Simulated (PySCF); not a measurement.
Identify the compound

An unknown has the formula C6H5NSi. Its calculated NMR data are:

¹H NMR (300 MHz, computed): δ 7.70 (t, 1H), 5.15 (m, 2H), 2.10 (m, 2H).

¹³C{¹H} NMR (computed): δ 177.6 (CH), 131.2 (C), 111.9 (C), 80.9 (C), 77.9 (C), 20.4 (CH2).

One computed conformer, fast rotation and ring inversion assumed for equivalent nuclei, non-relativistic, isolated molecule. Structure optimised with GFN2-xTB; σ from GIAO-PBE0/pcSseg-1; PySCF 2.14.

Chemical shifts δ = σref − σ; TMS for ¹H, ¹³C, all at this level.

Question: What is the structure?

Answer: 
Rings plus π bonds: 6 (1 ring in the answer). 6 carbon signals for 6 carbons: no two carbons are equivalent. Carbon types of the structure: 4 × C, 1 × CH, 1 × CH2, leaving 2 H on heteroatoms. δC 177.6: alkene CH. δC 131.2: fully substituted alkene carbon; the olefinic region. δC 111.9: nitrile carbon; C≡N carbons fall here, among the sp2 signals but without a proton. δC 80.9, 77.9: alkyne carbon; sp carbons lie upfield of alkene carbons because the cylindrical π system leaves one tensor component strongly shielded. δH 7.70: hydrogen on an alkene CH; attached to an sp2 carbon and in the plane of the double bond. δH 5.15: hydrogen on a silicon bonded to 2 C, in a 4-membered ring. δH 2.10: hydrogen on an allylic sp3 CH2 bonded to Si; allylic position.

Structure: `C1C=C(C#CC#N)[SiH2]1`.

The data come from this structure; uniqueness wasn't tested.

Shifts are as computed. Against solution values, carbons near 30 ppm lie about +3 ppm off and those near 130 ppm about +5 ppm. Of 1309 compounds with measured shifts, 239 miss one by over three times the rms of a fit or turn the order of signals round; such compounds aren't used in these exercises. Multiplicities follow the n + 1 count of equivalent neighbours, as no J values were calculated; m marks all less simple cases, F and P coupling included.
